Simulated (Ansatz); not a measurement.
Ansatz (a program for electronic structure) job for C3H7ClSi, SMILES C(/Cl)=C\[SiH2]C, CAM-B3LYP/def2-TZVPD. Geometry: ωB97X-D3(BJ)/def2-SVP. The structure was generated by enumeration; whether it is a known compound was not checked. One conformer was computed; it need not be the lowest.

Ansatz 0.2 input:
```yaml
crystal:
  periodic: [false, false, false]
  atoms:
    - {symbol: C, position_ang: [-2.85874294, 0.40589284, -0.77156095]}
    - {symbol: Si, position_ang: [-1.40706510, -0.78701268, -0.77921575]}
    - {symbol: C, position_ang: [-0.07160628, -0.22207170, 0.40874937]}
    - {symbol: C, position_ang: [1.15711842, 0.08116274, -0.01267968]}
    - {symbol: Cl, position_ang: [2.42903176, 0.62272691, 1.03360486]}
    - {symbol: H, position_ang: [-3.30296544, 0.47322970, 0.23449917]}
    - {symbol: H, position_ang: [-3.64501786, 0.07498074, -1.46860698]}
    - {symbol: H, position_ang: [-2.53410344, 1.41512286, -1.07021453]}
    - {symbol: H, position_ang: [-0.79127316, -0.86469168, -2.13863772]}
    - {symbol: H, position_ang: [-1.87648087, -2.15124346, -0.38954274]}
    - {symbol: H, position_ang: [-0.28155253, -0.12058977, 1.48104292]}
    - {symbol: H, position_ang: [1.47614963, 0.01510859, -1.05785475]}
basis:
  gaussian:
    orbitals: def2-TZVPD
hamiltonian:
  xc: {name: CAM-B3LYP}
```

Program output:

```
WARN ansatz: RAYON_NUM_THREADS=2 ignored (pool sized by the plan → 2); use --threads N
Functional definition: CAM-B3LYP
integrals: 0.29 GiB planned
1459 factors; their error is unknown
integrals: 0.33 GiB planned
607 factors; integrals over basis functions are off by at most 4.1e-5 eV
mean field: 2.46 GiB planned
mean field evaluation 1: about -23618.5403 eV, gradient 5.7e1 eV
mean field evaluation 2: about -23618.5402 eV, gradient 5.4e1 eV
mean field evaluation 4: about -23625.6567 eV, gradient 3.2e0 eV
mean field evaluation 8: about -23625.6790 eV, gradient 7.4e-2 eV
mean field evaluation 16: about -23625.6827 eV, gradient 6.6e-5 eV
mean field -23625.68274869 eV, -868.2278269514 hartree, gradient 1.2e-5 eV, S^2 0.000000; 0 other end points of the search recorded, 0 dependent functions left out
reference -23625.68292138 eV, -868.2278332975 hartree; 28, 28 occupied and 235, 235 virtual orbitals, 1459 factors
Total energy: -23625.68292138 eV, -868.2278332975 hartree
```

Self-consistency was reached.
